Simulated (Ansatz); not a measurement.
`[NH2][Ge][O][SiH3]` + H–F → `[F][Ge][O][SiH3]` + NH₃  (ligand exchange at a Ge–N bond)

Gas-phase electronic energies from Ansatz, PBE0-D4/def2-TZVP geometries. CBS: MP2 limit from def2 TZ/QZ plus the TZ coupled-cluster correction, frozen cores. This one scheme is used for every species. Functionals use def2-TZVPP. B3LYP here is the variant with VWN-RPA as its local correlation; programs differ in this. HSE06 is defined as in plane-wave codes. For Ge outer-core shells are correlated without core-valence functions, which leaves a few kJ/mol of doubt a bond. Scalar relativity is left out up to krypton. One conformer a species, not always the lowest.

```json
{"level": "LDA (SPW92)", "ΔE (kcal/mol)": "-12.3", "difference from CCSD(T)/CBS": "0.5"}
{"level": "PBE-D4", "ΔE (kcal/mol)": "-14.4", "difference from CCSD(T)/CBS": "-1.6"}
{"level": "revPBE-D4", "ΔE (kcal/mol)": "-14.0", "difference from CCSD(T)/CBS": "-1.2"}
{"level": "BLYP-D4", "ΔE (kcal/mol)": "-16.1", "difference from CCSD(T)/CBS": "-3.3"}
{"level": "r2SCAN-D4", "ΔE (kcal/mol)": "-14.7", "difference from CCSD(T)/CBS": "-1.9"}
{"level": "B97M-V", "ΔE (kcal/mol)": "-16.8", "difference from CCSD(T)/CBS": "-4.0"}
{"level": "PBE0-D4", "ΔE (kcal/mol)": "-13.4", "difference from CCSD(T)/CBS": "-0.6"}
{"level": "B3LYP-D4", "ΔE (kcal/mol)": "-15.3", "difference from CCSD(T)/CBS": "-2.5"}
{"level": "r2SCANh-D4", "ΔE (kcal/mol)": "-14.3", "difference from CCSD(T)/CBS": "-1.5"}
{"level": "r2SCAN0-D4", "ΔE (kcal/mol)": "-13.7", "difference from CCSD(T)/CBS": "-0.9"}
{"level": "HSE06-D4", "ΔE (kcal/mol)": "-13.3", "difference from CCSD(T)/CBS": "-0.5"}
{"level": "BHLYP-D4", "ΔE (kcal/mol)": "-15.0", "difference from CCSD(T)/CBS": "-2.2"}
{"level": "CAM-B3LYP-D4", "ΔE (kcal/mol)": "-15.8", "difference from CCSD(T)/CBS": "-3.0"}
{"level": "ωB97X-V", "ΔE (kcal/mol)": "-15.7", "difference from CCSD(T)/CBS": "-2.9"}
{"level": "ωB97M-V", "ΔE (kcal/mol)": "-15.4", "difference from CCSD(T)/CBS": "-2.6"}
{"level": "B2PLYP", "ΔE (kcal/mol)": "-15.1", "difference from CCSD(T)/CBS": "-2.3"}
{"level": "PBE-QIDH", "ΔE (kcal/mol)": "-12.8", "difference from CCSD(T)/CBS": "0.0"}
{"level": "PBE", "ΔE (kcal/mol)": "-15.1", "difference from CCSD(T)/CBS": "-2.3"}
{"level": "revPBE", "ΔE (kcal/mol)": "-15.8", "difference from CCSD(T)/CBS": "-3.0"}
{"level": "BLYP", "ΔE (kcal/mol)": "-17.5", "difference from CCSD(T)/CBS": "-4.7"}
{"level": "r2SCAN", "ΔE (kcal/mol)": "-14.9", "difference from CCSD(T)/CBS": "-2.1"}
{"level": "PBE0", "ΔE (kcal/mol)": "-14.0", "difference from CCSD(T)/CBS": "-1.2"}
{"level": "B3LYP", "ΔE (kcal/mol)": "-16.4", "difference from CCSD(T)/CBS": "-3.6"}
{"level": "r2SCANh", "ΔE (kcal/mol)": "-14.5", "difference from CCSD(T)/CBS": "-1.7"}
{"level": "BHLYP", "ΔE (kcal/mol)": "-16.0", "difference from CCSD(T)/CBS": "-3.2"}
{"level": "CAM-B3LYP", "ΔE (kcal/mol)": "-16.4", "difference from CCSD(T)/CBS": "-3.6"}
{"level": "LC-ωPBE", "ΔE (kcal/mol)": "-15.2", "difference from CCSD(T)/CBS": "-2.4"}
{"level": "RPA@PBE/def2-TZVPP", "ΔE (kcal/mol)": "-13.2", "difference from CCSD(T)/CBS": "-0.4"}
{"level": "MP2/def2-SVP", "ΔE (kcal/mol)": "-14.1", "difference from CCSD(T)/CBS": "-1.3"}
{"level": "CCSD/def2-SVP", "ΔE (kcal/mol)": "-15.1", "difference from CCSD(T)/CBS": "-2.3"}
{"level": "CCSD(T)/def2-SVP", "ΔE (kcal/mol)": "-14.7", "difference from CCSD(T)/CBS": "-1.9"}
{"level": "HF/def2-TZVPP", "ΔE (kcal/mol)": "-16.4", "difference from CCSD(T)/CBS": "-3.6"}
{"level": "MP2/def2-TZVPP", "ΔE (kcal/mol)": "-12.0", "difference from CCSD(T)/CBS": "0.8"}
{"level": "SCS-MP2/def2-TZVPP", "ΔE (kcal/mol)": "-13.4", "difference from CCSD(T)/CBS": "-0.6"}
{"level": "CCSD/def2-TZVPP", "ΔE (kcal/mol)": "-13.2", "difference from CCSD(T)/CBS": "-0.4"}
{"level": "CCSD(T)/def2-TZVPP", "ΔE (kcal/mol)": "-12.9", "difference from CCSD(T)/CBS": "-0.1"}
{"level": "HF/def2-QZVPP", "ΔE (kcal/mol)": "-16.8", "difference from CCSD(T)/CBS": "-4.0"}
{"level": "MP2/def2-QZVPP", "ΔE (kcal/mol)": "-12.1", "difference from CCSD(T)/CBS": "0.7"}
{"level": "HF/CBS(def2)", "ΔE (kcal/mol)": "-16.9", "difference from CCSD(T)/CBS": "-4.1"}
{"level": "MP2/CBS(def2)", "ΔE (kcal/mol)": "-12.0", "difference from CCSD(T)/CBS": "0.8"}
{"level": "CCSD(T)/CBS", "ΔE (kcal/mol)": "-12.8", "difference from CCSD(T)/CBS": "0"}
```

Largest T1 diagnostic among the species: 0.015.

Leaving LDA and LC-ωPBE aside and taking each functional with its dispersion term where it has one, the values spread over 4.1 kcal/mol, from B97M-V to PBE-QIDH. LDA lies +2.9 kcal/mol from PBE without D4. From PBE to PBE0 (25 % exact exchange), in def2-TZVPP and without D4, ΔE moves by +1.1 kcal/mol.
